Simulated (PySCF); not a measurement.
# Electron correlation in Hf²⁺ (hafnium, charge +2)

[Xe] 4f14 5d1 6s1, high-spin 3D determinant (an excited configuration). All numbers are calculated (PySCF 2.14, scalar relativity by spin-free X2C-1e, in ANO-RCC-VTZP). Frozen: [Kr] 4d10 4f14; 10 electrons correlated.

| level | correlation energy (mhartree) |
| --- | --- |
| CCSD | -218.73 |
| (T) | -4.05 |
| CCSD(T) | -222.78 |

Diagnostics: T1 = 0.022, D1 = 0.0967, largest double amplitude 0.023.

**Question.** Is a single reference adequate?

**Answer.** Yes, within this model without spin-orbit coupling: T1 lies below 0.03 and no double amplitude reaches 0.07.
